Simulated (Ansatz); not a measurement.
Reaction (formal exchange of groups at a C–O bond): `C=C(N)OCF` + GeH₄ → `C=[C](N)[GeH3]` + `OCF`

Gas-phase electronic energies from Ansatz, PBE0-D4/def2-TZVP geometries. CCSD(T)/CBS adds triple-zeta CCSD(T) − MP2 to the extrapolated MP2 energy (def2 sets, frozen cores). Functionals use def2-TZVPP. For Ge outer-core shells are correlated without core-valence functions, which leaves a few kJ/mol of doubt a bond. Scalar relativity is left out up to krypton. Each species was taken in one conformer, which may not be the lowest.

| level | ΔE (kJ/mol) |
| --- | --- |
| revPBE | -34.7 |
| MP2/def2-QZVPP | -44.4 |

Task: What does CCSD(T)/CBS give? (An estimate is asked.)

Result: Computed: -39.5 kJ/mol. The listed levels differ from it by 4.8, -4.9 kJ/mol.

Largest T1 diagnostic among the species: 0.012.

Leaving LDA and LC-ωPBE aside and taking each functional with its dispersion term where it has one, the values, not all of them listed here, spread over 13.6 kJ/mol, from PBE-QIDH to B97M-V. LDA lies +12.4 kJ/mol from PBE without D4. At CCSD(T), def2-SVP lies +26.6 kJ/mol from the extrapolated value and def2-TZVPP +4.8 kJ/mol.

CCSD(T)/CBS has its own doubt, a few kJ/mol and more with outer-core shells, so smaller differences from it don't rank the levels.
